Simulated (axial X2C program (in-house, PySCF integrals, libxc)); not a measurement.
# Which functional? An output for SbP

An SCF output computed with an in-house all-electron X2C program for linear molecules (integrals from PySCF) for SbP at 2.194 Å, two-component, state Ω = 0, Sb dyall-cv3z [11s12p8d4f1g], P dyall-v3z [8s7p2d1f] (cores contracted in-house), without its first line:

```
basis functions 170  fitting functions 942  grid points 5083
iter        total energy     max residual
   1      -6820.777199230     1.67e-01
   2      -6820.781771240     4.46e-03
   3      -6820.781523384     3.33e-03
   4      -6820.780691875     5.98e-03
   5      -6820.781809466     1.00e-03
   6      -6820.781834817     2.44e-04
   7      -6820.781836891     3.88e-05
   8      -6820.781836921     3.65e-06
   9      -6820.781836921     8.85e-07
converged
one-electron -9734.61555295  Coulomb 2929.02610309  exact exchange 0.00000000  xc functional -195.88204142  nuclear repulsion 184.51256443  atomic mean-field constant -3.82291007
```

Task: Which level of theory produced it?
A. PW91
B. PBE0
C. HF

Result: A. The exact-exchange term against the functional term shows a share of 0 of exact exchange.
